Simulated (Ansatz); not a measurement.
Saddle point of Al$_{2}$BH$_{4}$Cl$_{3}$O$_{5}$, singlet (Al₂BH₄Cl₃O₅ ([OH][Al]1([OH])[O][Al]2([OH])[OH][B]([Cl])([Cl]1)[Cl]2) → Al₂BH₄Cl₃O₅ ([OH][Al]([OH])([ClH])[O][Al]1([OH])[O][B]([Cl])[Cl]1); bonds formed: Cl2–H5; dative contacts that become bonds: B1–O6; bonds broken: B1–Cl2, H5–O6), PBE0-D4/def2-TZVP structure:

```xyz
15
angstrom
B -1.7506 1.2993 0.3788
Cl -0.8508 -0.9850 1.6892
Cl -1.6527 0.9625 -1.3600
Cl -3.2304 1.5066 1.2102
H -0.3169 0.9977 1.6037
O -0.4893 1.6790 0.8841
Al 0.7063 1.3441 -0.5615
O 1.1016 2.8247 -1.2358
O 1.3882 -0.1266 -0.3050
Al 0.6473 -1.6719 0.0260
O 1.5909 -2.9263 0.6916
O -0.3501 -2.0777 -1.3143
H 1.8311 2.9904 -1.8287
H 2.0503 -2.8448 1.5239
H -0.6749 -2.9720 -1.4022
```

Energies are electronic, without zero-point energy. Barriers and step energies count from the start structure reached by relaxing down the imaginary mode; all methods use the PBE0-D4 structures, on which another method's saddle can fall below an end. Ansatz 0.2.0; basis: def2-TZVPP, with def2-QZVPP for the basis limit; cores frozen in the correlated methods. B3LYP uses VWN-RPA correlation. Extrapolation: Hartree–Fock as exp(−7.88 √X), correlation as X^−2.97.

```tsv
method	barrier (kJ/mol)	step energy (kJ/mol)
SPW92	78.0	25.0
PBE-D4	76.6	17.5
BLYP-D4	?	3.4
r2SCAN-D4	78.2	19.0
B97M-V	77.8	17.4
PBE0-D4	86.0	28.5
B3LYP-D4	76.1	13.0
r2SCAN0-D4	85.3	27.8
BHLYP-D4	83.7	23.1
CAM-B3LYP-D4	80.9	17.1
wB97X-V	?	27.0
wB97M-V	84.1	25.3
B2PLYP	80.0	16.2
PBE-QIDH	?	33.3
RPA on PBE	87.2	19.3
HF	84.0	22.8
MP2	89.2	27.0
CCSD	87.4	23.6
CCSD(T)	85.7	21.8
```

(1) Fill in the withheld barriers. (To be estimated.)

No T1 diagnostic of these runs exceeds 0.013.

Answers

(1) The calculation gives: wB97X-V 87.8; BLYP-D4 68.1; PBE-QIDH 91.2 kJ/mol. Each is the energy of the saddle less that of the start structure, by the same method.

For comparison, the barrier by CCSD(T) at an estimated basis limit (MP2 extrapolated from triple and quadruple zeta, plus CCSD(T) − MP2 in triple zeta) is 86.1 kJ/mol.

The step is the kind of ligand exchange by which a precursor binds to a hydroxyl group, or is hydrolysed, in atomic layer deposition of oxides. Here a small cluster stands in for the surface site.

Labels in which every atom is bracketed show which atoms are joined, not bond orders.

For scale, one of the runs: CCSD(T)/def2-TZVPP, 452 basis functions, launched by `ansatz run in.yaml --threads 4 --pin off --events-out ev --progress --plain --max-ram 66560MiB --backend cuda --devices 0, --max-vram 37GiB`. Hardware: 4 CPU threads of an AMD EPYC 7R13 and a share of one NVIDIA H100, shared host. Wall time 44 s; peak host memory 1.1 GiB.
